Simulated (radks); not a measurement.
Sr8+, configuration [Ar] 3d10 4s2.

All-electron calculation, non-relativistic Kohn-Sham, PBE, spin-polarised, spherical densities, point nucleus; relativity is left out, which matters for an element this heavy. Program: a radial shooting solver on a logarithmic mesh with Libxc functionals.

Energy parts (hartree):
part                       energy
total                 -3114.61329
kinetic                3113.19603
electron-nucleus      -7282.80627
Hartree                1154.47571
exchange-correlation    -99.47876

Orbitals (lengths in bohr, moments of r in powers of bohr; r(90%) holds 90 % of the orbital's charge):
[
 {"orbital": "1s", "occ.": "2", "eigenvalue (hartree)": "-578.6584", "<r^4>": "0.00001185", "r(90%)": "0.0715", "<r>": "0.04018", "<r^2>": "0.002162"},
 {"orbital": "2s", "occ.": "2", "eigenvalue (hartree)": "-81.38928", "<r^4>": "0.002325", "r(90%)": "0.273", "<r>": "0.1769", "<r^2>": "0.03683"},
 {"orbital": "2p", "occ.": "6", "eigenvalue (hartree)": "-74.59512", "<r^4>": "0.001585", "r(90%)": "0.247", "<r>": "0.1522", "<r^2>": "0.02826"},
 {"orbital": "3s", "occ.": "2", "eigenvalue (hartree)": "-16.48418", "<r^4>": "0.1289", "r(90%)": "0.742", "<r>": "0.5012", "<r^2>": "0.2878"},
 {"orbital": "3p", "occ.": "6", "eigenvalue (hartree)": "-13.99062", "<r^4>": "0.1393", "r(90%)": "0.758", "<r>": "0.5002", "<r^2>": "0.2913"},
 {"orbital": "3d", "occ.": "10", "eigenvalue (hartree)": "-9.47516", "<r^4>": "0.1644", "r(90%)": "0.788", "<r>": "0.4890", "<r^2>": "0.2892"},
 {"orbital": "4s", "occ.": "2", "eigenvalue (hartree)": "-5.44302", "<r^4>": "3.989", "r(90%)": "1.74", "<r>": "1.220", "<r^2>": "1.669"}
]

The highest occupied level is 4s at -148.11 eV. For comparison, the ionisation energy in NIST's Atomic Spectra Database is 158.3 eV (semi-empirical). In exact Kohn-Sham theory the highest level is minus the ionisation energy, but local and semilocal functionals leave it too shallow, through self-interaction and a potential that decays too fast; potentials with the right tail come closer.
